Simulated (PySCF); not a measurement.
# Structure from NMR data

Molecular formula: C5H6FNSi. Simulated spectra:

¹H NMR (400 MHz, computed): δ 7.18 (m, 1H), 5.34 (m, 1H), 5.32 (m, 1H), 3.27 (m, 1H), 3.17 (m, 1H), 2.39 (m, 1H).

¹³C{¹H} NMR (computed): δ 165.5 (CH), 126.4 (C), 118.0 (C), 33.4 (CH2), 7.2 (CH).

[PySCF: geometry from GFN2-xTB; shieldings: GIAO PBE0/pcSseg-1; no solvent; single conformer; no relativistic terms]

δ = σ(ref) − σ, references computed at the same level: TMS for ¹H and ¹³C.

What is the structure?

Answers


1. The formula gives 4 degrees of unsaturation (1 ring in the answer).
2. 5 carbon signals for 5 carbons: no two carbons are equivalent.
3. Carbon types of the structure: 2 × C, 2 × CH, 1 × CH2, leaving 2 H on heteroatoms.
4. δC 165.5: alkene CH.
5. δC 126.4: nitrile carbon; this is the usual window of a C≡N carbon, which has no attached hydrogen.
6. δC 118.0: fully substituted alkene carbon; the olefinic region.
7. δC 33.4: allylic sp3 CH2; saturated and bonded to C and H only.
8. δC 7.2: sp3 CH bonded to Si, α to a nitrile; an electropositive neighbour leaves it electron-rich and shielded.
9. δH 7.18: hydrogen on an alkene CH; olefinic region.
10. δH 5.34, 5.32: hydrogen on a silicon bonded to 2 C, in a 4-membered ring.

The compound is `[SiH2]1[C@@H](C#N)C/C1=C/F`.

The shifts were computed for this structure.

Splittings by ¹⁹F in the carbon and heteronuclear signals aren't shown, as no couplings were computed. Shifts are as computed. Against solution values, carbons near 30 ppm lie about +3 ppm off and those near 130 ppm about +5 ppm. Of 1211 compounds with measured shifts, 218 miss one by over three times the rms of a fit or turn the order of signals round; such compounds aren't used in these exercises. No couplings were computed; multiplicities are counted from neighbouring protons, with m where these are inequivalent, close in shift, in a saturated or five-membered ring or joined by F or P, and br s for small geminal =CH2 splittings.
